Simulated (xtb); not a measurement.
H3InS, SMILES [SH][InH2]. All values are semi-empirical tight-binding results from xtb (GFN2-xTB unless named), good for trends rather than for accurate numbers. Geometry optimised at GFN2-xTB.

Optimised geometry:

```xyz
5

In    -0.3161    -0.4534     0.1562
H      0.2172    -1.7391     1.1663
H     -1.9313    -0.5251    -0.4403
S      1.0707     1.4090    -0.4514
H      0.0733     1.9354    -1.1593
```

For metal compounds this method's bond lengths and energies can be far off.

Computed properties:
point group as xtb finds it: Cs
orbital gap: 3.44 eV
zero-point energy: 11.1 kcal/mol
G − E(el) at 298.15 K (modified RRHO): -6.5 kcal/mol

### Question
Give the atomic charges and the Wiberg bond orders between heavy atoms. (An estimate is asked for; the answer gives what the named calculation found.)

### Answer
charges (e) In1 0.21, H2 -0.05, H3 -0.07, S4 -0.28, H5 0.20. Bond orders In1–S4 1.04.
